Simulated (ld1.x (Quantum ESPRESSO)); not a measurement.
**An all-electron radial function and its pseudo partner (Pd (Z = 46))**

Columns: radius, all-electron u(r) and pseudo u(r) of the 4d shell (level -4.05 eV) of palladium in the configuration [Ar] 3d10 4s2 4p6 4d10 5s0; PBEsol, scalar-relativistic, TM scheme, ld1.x (Quantum ESPRESSO) 7.5.

| r (bohr) | all-electron | pseudo |
| --- | --- | --- |
| 0.082 | 0.1332 | -0.0021 |
| 0.165 | 0.3581 | -0.0168 |
| 0.248 | 0.4088 | -0.0541 |
| 0.330 | 0.2941 | -0.1182 |
| 0.413 | 0.0920 | -0.2098 |
| 0.495 | -0.1285 | -0.3204 |
| 0.578 | -0.3346 | -0.4418 |
| 0.660 | -0.5043 | -0.5589 |
| 0.742 | -0.6353 | -0.6622 |
| 0.825 | -0.7300 | -0.7449 |
| 0.908 | -0.7913 | -0.8023 |
| 0.990 | -0.8253 | -0.8347 |
| 1.072 | -0.8389 | -0.8466 |
| 1.155 | -0.8369 | -0.8424 |
| 1.238 | -0.8235 | -0.8267 |
| 1.320 | -0.8025 | -0.8039 |
| 1.402 | -0.7763 | -0.7768 |
| 1.485 | -0.7466 | -0.7467 |
| 1.568 | -0.7150 | -0.7150 |
| 1.650 | -0.6829 | -0.6829 |
| 1.733 | -0.6505 | -0.6505 |
| 1.815 | -0.6188 | -0.6188 |
| 1.898 | -0.5876 | -0.5876 |
| 1.980 | -0.5578 | -0.5578 |
| 2.062 | -0.5292 | -0.5292 |
| 2.145 | -0.5014 | -0.5014 |

How many radial nodes do the two functions have?

The all-electron 4d function has n − l − 1 = 1; the pseudo-wave has 0, since the states of the same l below it are removed with the core.

At about which radius was the pseudo-wave matched?

1.65 bohr. The columns agree to 0.0005 from 1.49 bohr on; several derivatives are matched, so the curves merge somewhat inside the radius.

Is the pseudo-wave norm-conserving?

Yes: the TM scheme keeps the norm inside the radius equal to the all-electron one, which fixes the energy derivative of the logarithmic derivative at the level.
